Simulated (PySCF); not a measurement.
AlClH₄Si, SMILES [Cl][AlH][SiH3].

Geometry: PBE0-D3(BJ)/def2-TZVP.

Level of theory: TDDFT-PBE0/def2-SVPD (PySCF).

Vertical excitations. Isolated molecule, no solvent.

Computed lowest excited states:
```csv
state,energy (eV),λ (nm),f,main pairs
S1,4.47,277,0.005,HOMO→LUMO 99 %
S2,6.16,201,0.009,HOMO−1→LUMO 98 %
S3,6.34,195,0.013,"HOMO→LUMO+1 57 %, HOMO→LUMO+2 21 %, HOMO−2→LUMO 19 %"
S4,6.43,193,0.008,HOMO−3→LUMO 94 %
S5,6.48,191,0.067,HOMO−2→LUMO 77 %
S6,6.71,185,0.191,"HOMO→LUMO+2 57 %, HOMO→LUMO+1 28 %, HOMO−4→LUMO 13 %"
S7,6.87,180,0.013,HOMO−5→LUMO 92 %
S8,6.97,178,0.047,"HOMO−4→LUMO 71 %, HOMO→LUMO+3 17 %"
S9,7.33,169,0.171,"HOMO→LUMO+3 76 %, HOMO−4→LUMO 12 %"
S10,7.66,162,0.005,HOMO→LUMO+5 91 %
T1,3.81,325,0,HOMO→LUMO 97 %
T2,5.58,222,0,"HOMO→LUMO+2 64 %, HOMO→LUMO+1 28 %"
T3,5.66,219,0,"HOMO−1→LUMO 60 %, HOMO−3→LUMO 23 %, HOMO−5→LUMO 10 %"
T4,5.73,216,0,"HOMO→LUMO+1 60 %, HOMO→LUMO+2 26 %"
```
Triplets are in the Tamm–Dancoff approximation, which puts them higher than full response would, so one can lie above its singlet here.
